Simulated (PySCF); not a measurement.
SMILES C[Te] (CH₃Te), doublet, PBE0/def2-SVP optimised geometry.

```
5

C     -0.22    -0.76     0.00
Te    -0.88     1.29     0.00
H     -0.60    -1.29     0.88
H     -0.57    -1.23    -0.93
H      0.88    -0.76     0.00
```

Density from unrestricted PBE0/def2-TZVP, def2 effective core potentials past Kr (PySCF) at that geometry. The core electrons that the potentials of Te replace are not part of the density.

Minimum of the electron density along straight lines between bonded atoms, close to the bond critical point (lines longer than 1.1 times the sum of covalent radii, or with two minima, are not listed):

```csv
bond,length / Å,ρ at the minimum / e bohr⁻³,∇²ρ there / e bohr⁻⁵,position (fraction from the first atom)
C1–Te2,2.153,0.114,-0.01,0.48
C1–H3,1.096,0.276,-0.94,0.65
C1–H4,1.099,0.272,-0.91,0.65
C1–H5,1.099,0.271,-0.91,0.65
```
